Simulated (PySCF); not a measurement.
Cartesian coordinates (Å):
```xyz
7

Zn    -0.0010    -0.0009     0.0085
N     -0.4729    -1.7506    -0.2397
H     -1.2072    -2.0876     0.3986
H      0.3088    -2.4144    -0.1417
N      0.5855     1.7317    -0.0033
H      0.6033     2.1813     0.9228
H      0.0331     2.3573    -0.6072
```
Charge 0, multiplicity 1.

Give the HOMO–LUMO gap, dipole moment and HOMO at the level PySCF with TPSSh-D3(BJ)/def2-TZVP // BP86-D3(BJ)/def2-SVP.


```json
{
  "HOMO–LUMO gap": "5.35 eV",
  "dipole_moment": "1.57 D",
  "HOMO": "-6.09 eV"
}
```
